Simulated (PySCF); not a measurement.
**How methods differ on the ionisation energy of Re³⁺**

Re³⁺ [Xe] 4f14 5d4 [5d3/2^4, M_J = 0] → Re⁴⁺ [Xe] 4f14 5d3 [5d3/2^3, M_J = 3/2], as a difference of total energies. Calculation: PySCF 2.14, in x2c-SVPall-2c (7s9p9d2f, 93 functions); the two-component X2C-1e Hamiltonian. "Screened" scales the spin-orbit matrix elements by Boettger's factors to mimic the two-electron term; Breit and QED terms are absent.

```
                   method  ionisation energy (eV)
          GHF (spin-free)                  39.410
GHF (screened spin-orbit)                  39.103
```

The spin-free rows relax to the high-spin LS determinant and lack the spin-orbit shift.

Errors of the correlated levels include the incompleteness of this basis and the frozen core.

The labels give the starting determinants; with spin-orbit coupling the two ends relaxed to ⟨J²⟩ = 2.40, ⟨L²⟩ = 5.36, ⟨S²⟩ = 5.35 and ⟨J²⟩ = 5.25, ⟨L²⟩ = 11.35, ⟨S²⟩ = 3.46.

The determinant of Re³⁺ and of Re⁴⁺ mixes levels of different J (the jj label is only the starting occupation), so the difference between spin-free and spin-orbit rows is not the physical spin-orbit shift.

For comparison: 39.1 ± 1.7 eV (theoretical estimate listed by NIST; NIST Atomic Spectra Database, ionization energies).
